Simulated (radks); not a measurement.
Results of a calculation; reference values are marked as such.
Q: The tellurium ion Te+, [Kr] 4d10 5s2 5p3. Level of theory: non-relativistic Kohn-Sham, LDA (Slater exchange, Perdew-Wang correlation), spin-polarised, spherical densities, point nucleus (a radial shooting solver on a logarithmic mesh with Libxc functionals). Every spin shell is full or empty, so the densities are truly spherical. Functionals are evaluated on that one density, not self-consistently. Rank these exchange functionals by their error against the exact value of the orbitals, and give that value: LDA, revPBE, PW86, OPTX, WC, AM05, B86b, G96, APBE, r2SCAN, TASK.

A: Exact: -168.500 hartree. From best to worst, with 100 (|E| - |E exact|)/|E exact| (equal figures are ties): B86b -0.01, r2SCAN -0.11, PW86 -0.22, revPBE -0.29, APBE +0.30, G96 +0.35, WC -0.85, OPTX +1.27, TASK -2.21, AM05 -4.46, LDA -4.78.
